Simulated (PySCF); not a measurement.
Record of a relaxation.

Compound: C2H4F2O2Si.
Atom-mapped SMILES: `[F:1][SiH:2]([F:3])[O:4][C@H:5]1[CH2:6][O:7]1` (hydrogens: H8 on Si2; H9 on C5; H10, H11 on C6)

Computed by this run: PySCF 2.14.0, PBE0-D3(BJ)/def2-SVP geometry optimisation, gas phase; density fitting, grid level 1; the optimiser is geomeTRIC in internal coordinates, started from a GFN2-xTB structure with every atom displaced at random (about 0.01 Å). The frame can shift and turn from step to step; on so coarse a grid that alone can change the energy by a few meV, and forces under 0.02 eV/Å are noise.

Step 0: E = -19520.9832 eV, largest atomic force 3.104 eV/Å
```
atom  x, y, z in Å  |  force x, y, z in eV/Å
F1      2.738    1.344   -0.040    0.781   0.311   0.067
Si2     1.672    0.248   -0.475    1.296   0.482  -1.319
F3      1.240    0.652   -1.969   -0.213  -0.170  -0.254
O4      0.501    0.552    0.547   -2.721  -0.420   1.433
C5     -0.730   -0.102    0.639    0.274   1.021   0.897
C6     -1.632   -0.211   -0.501   -0.051  -0.126   0.757
O7     -0.866   -1.302   -0.003    0.275  -0.693  -0.151
H8      2.256   -1.061   -0.483    0.243  -0.720   0.026
H9     -1.128   -0.029    1.678    0.270  -0.089  -0.516
H10    -2.699   -0.287   -0.330   -0.450  -0.013  -0.004
H11    -1.313    0.171   -1.446    0.295   0.416  -0.937
```

Step 1: E = -19521.1598 eV, largest atomic force 0.390 eV/Å
```
atom  x, y, z in Å  |  force x, y, z in eV/Å
F1      2.831    1.355   -0.094   -0.195   0.056  -0.053
Si2     1.679    0.290   -0.424   -0.263  -0.251   0.143
F3      1.138    0.549   -1.920    0.073   0.125   0.019
O4      0.441    0.577    0.643    0.343   0.081  -0.167
C5     -0.751   -0.104    0.644    0.066  -0.035  -0.022
C6     -1.608   -0.177   -0.535   -0.007  -0.027  -0.145
O7     -0.803   -1.278   -0.102   -0.006   0.020  -0.026
H8      2.250   -1.058   -0.358    0.046  -0.030   0.042
H9     -1.171   -0.163    1.653   -0.028   0.049   0.067
H10    -2.690   -0.314   -0.419   -0.006  -0.011  -0.015
H11    -1.277    0.292   -1.473   -0.025   0.023   0.156
```

Step 2: E = -19521.1757 eV, largest atomic force 0.144 eV/Å
```
atom  x, y, z in Å  |  force x, y, z in eV/Å
F1      2.767    1.395   -0.138    0.012   0.035  -0.016
Si2     1.674    0.261   -0.431   -0.126  -0.049   0.050
F3      1.130    0.489   -1.930    0.039   0.010  -0.009
O4      0.449    0.563    0.637    0.116  -0.038  -0.018
C5     -0.742   -0.118    0.648   -0.074   0.030   0.007
C6     -1.610   -0.156   -0.526   -0.044  -0.034  -0.036
O7     -0.807   -1.272   -0.127    0.038   0.022  -0.026
H8      2.304   -1.059   -0.321   -0.014   0.005   0.005
H9     -1.154   -0.191    1.663    0.029   0.009  -0.002
H10    -2.693   -0.296   -0.420    0.012  -0.004   0.029
H11    -1.277    0.351   -1.438    0.012   0.013   0.017
```

Step 3: E = -19521.1754 eV, largest atomic force 0.173 eV/Å
```
atom  x, y, z in Å  |  force x, y, z in eV/Å
F1      2.764    1.398   -0.147    0.046   0.014   0.005
Si2     1.681    0.252   -0.430   -0.039   0.012  -0.044
F3      1.156    0.465   -1.938    0.000  -0.013   0.008
O4      0.455    0.566    0.629   -0.057   0.036  -0.067
C5     -0.738   -0.112    0.635    0.010  -0.075   0.155
C6     -1.630   -0.150   -0.521    0.099   0.049  -0.016
O7     -0.799   -1.256   -0.155   -0.045  -0.003  -0.018
H8      2.315   -1.064   -0.295   -0.014  -0.003   0.000
H9     -1.132   -0.203    1.655   -0.012  -0.015   0.000
H10    -2.707   -0.307   -0.387    0.005  -0.002   0.001
H11    -1.324    0.378   -1.431    0.008   0.001  -0.024
```

Step 4: E = -19521.1774 eV, largest atomic force 0.045 eV/Å
```
atom  x, y, z in Å  |  force x, y, z in eV/Å
F1      2.757    1.397   -0.163    0.018   0.000   0.006
Si2     1.670    0.251   -0.434    0.008  -0.007  -0.022
F3      1.137    0.458   -1.939   -0.001   0.003   0.000
O4      0.452    0.565    0.634   -0.009   0.037   0.023
C5     -0.738   -0.116    0.646    0.003  -0.007   0.004
C6     -1.616   -0.145   -0.521    0.004   0.014   0.026
O7     -0.796   -1.257   -0.151   -0.025  -0.019  -0.013
H8      2.303   -1.065   -0.298   -0.003  -0.006  -0.003
H9     -1.138   -0.210    1.663    0.008  -0.007   0.000
H10    -2.695   -0.297   -0.398   -0.003  -0.009  -0.015
H11    -1.297    0.386   -1.425   -0.001   0.000  -0.004
```

Step 5: E = -19521.1776 eV, largest atomic force 0.021 eV/Å
```
atom  x, y, z in Å  |  force x, y, z in eV/Å
F1      2.767    1.387   -0.159   -0.004  -0.002  -0.001
Si2     1.669    0.252   -0.436    0.010  -0.018  -0.001
F3      1.135    0.471   -1.940    0.000   0.004   0.002
O4      0.453    0.568    0.635   -0.009   0.016   0.001
C5     -0.738   -0.114    0.648   -0.014  -0.010   0.007
C6     -1.616   -0.145   -0.519   -0.001  -0.003  -0.017
O7     -0.798   -1.258   -0.145    0.012   0.000  -0.007
H8      2.291   -1.070   -0.308   -0.002  -0.002  -0.005
H9     -1.136   -0.206    1.666    0.006  -0.001   0.001
H10    -2.695   -0.300   -0.405    0.001   0.009   0.019
H11    -1.294    0.382   -1.424    0.001   0.006   0.000
```

**Question.** Summarise the path.

**Answer.** The energy falls by 18.76 kJ/mol from step 0 to step 5; nine tenths of that is first reached at step 1. It rises by more than 0.2 meV at step 3. The largest force goes from 3.104 to 0.021 eV/Å. Among the bonds Si2–O4 changes most, from 1.583 to 1.651 Å; the atoms move by 0.139 Å rms after alignment.

**Question.** Follow the three bonds and two angles with the largest change from start to end.

**Answer.** 
| step | E above end (kJ/mol) | largest force (eV/Å) | Si2–O4 (Å) | Si2–H8 (Å) | C6–H11 (Å) | F1–Si2–O4 (°) | Si2–O4–C5 (°) |
| --- | --- | --- | --- | --- | --- | --- | --- |
| 0 | 18.76 | 3.104 | 1.583 | 1.433 | 1.068 | 100.8 | 127.2 |
| 1 | 1.72 | 0.390 | 1.659 | 1.465 | 1.099 | 106.8 | 124.2 |
| 2 | 0.19 | 0.144 | 1.653 | 1.467 | 1.096 | 105.0 | 123.9 |
| 3 | 0.21 | 0.173 | 1.650 | 1.467 | 1.095 | 104.7 | 123.7 |
| 4 | 0.03 | 0.045 | 1.650 | 1.467 | 1.096 | 104.8 | 123.5 |
| 5 | 0.00 | 0.021 | 1.651 | 1.467 | 1.096 | 104.9 | 123.4 |

What follows is the cost of the whole optimisation. The run took 63 s on one thread, Intel Xeon at 2.50 GHz (x86_64), shared host with 64 logical CPUs at a one-minute load of 56, and the process peaked at 0.52 GiB of memory.
